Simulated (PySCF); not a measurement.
Electric field gradients and quadrupole coupling constants

C5H7FSSi2.
Cartesian coordinates in Å at the GFN2-xTB level; atoms count from 1:
```xyz
16
C5H7FSSi2 angstrom
C      0.682    3.047    2.780
C      0.245    2.099    2.185
Si    -0.423    0.658    1.255
F     -1.065   -0.379    2.316
C      0.851   -0.260    0.303
C      1.655   -0.839   -0.384
C      2.628   -1.542   -1.183
S     -2.013    1.368   -0.023
Si    -2.926   -0.456   -0.677
H      1.058    3.875    3.308
H      2.322   -1.536   -2.229
H      2.714   -2.573   -0.843
H      3.599   -1.055   -1.095
H     -1.910   -1.251   -1.359
H     -3.964    0.022   -1.574
H     -3.460   -1.168    0.476
```

Field gradients from the PBE0/pcSseg-1 density (PySCF, non-relativistic), principal values in atomic units, ordered |Vxx| ≤ |Vyy| ≤ |Vzz|:

```csv
atom,Vxx,Vyy,Vzz
S8,0.2527,1.4142,-1.6669
```

Task: Find the asymmetry η = (Vxx − Vyy)/Vzz and the couplings χ = eQV/h (234.96 MHz × Q in barn × V in au), with Q(33S) = −0.0678 b.

Result: 
```
atom            environment  nucleus     η  χzz (MHz)  χxx (MHz)  χyy (MHz)
  S8  sulfur bonded to 2 Si      33S  0.70      26.55      -4.03     -22.53
```

Task: What is Vzz at S8 in SI units (1 au = 9.71736 × 10²¹ V/m²)?

Result: -1.6669 au = -16.198 × 10²¹ V/m².

Task: And the gradient at the other heavy atoms, for which no coupling is worked out here?

Result: 
```
atom             environment  Vzz (au)     η
  C1  terminal alkyne carbon    -0.382  0.07
  C2           alkyne carbon    -0.319  0.01
 Si3  fluorine-bound silicon     0.369  0.85
  F4  silicon-bound fluorine     1.327  0.07
  C5           alkyne carbon    -0.262  0.02
  C6           alkyne carbon    -0.376  0.07
  C7      propargylic carbon     0.134  0.00
 Si9            SiH3 silicon     0.667  0.04
```

Were the hydrogens deuterons (Q(2H) = 0.00286 b), χzz would run from 110 kHz (H14 and H16) to 259 kHz (H10).

The structure is a single GFN2-xTB conformer in the gas phase; no vibrational or solvent corrections. GFN2-xTB bond lengths can be off by several hundredths of an ångström, more for odd bonds, and the gradients follow them. The basis is small and wasn't made for field gradients, so the couplings can be 20 % off.

The run behind these numbers computed NMR shieldings as well. Hardware: an Arm Neoverse V2 with one thread (shared host). Cost: 39 s, 0.94 GiB resident at most.
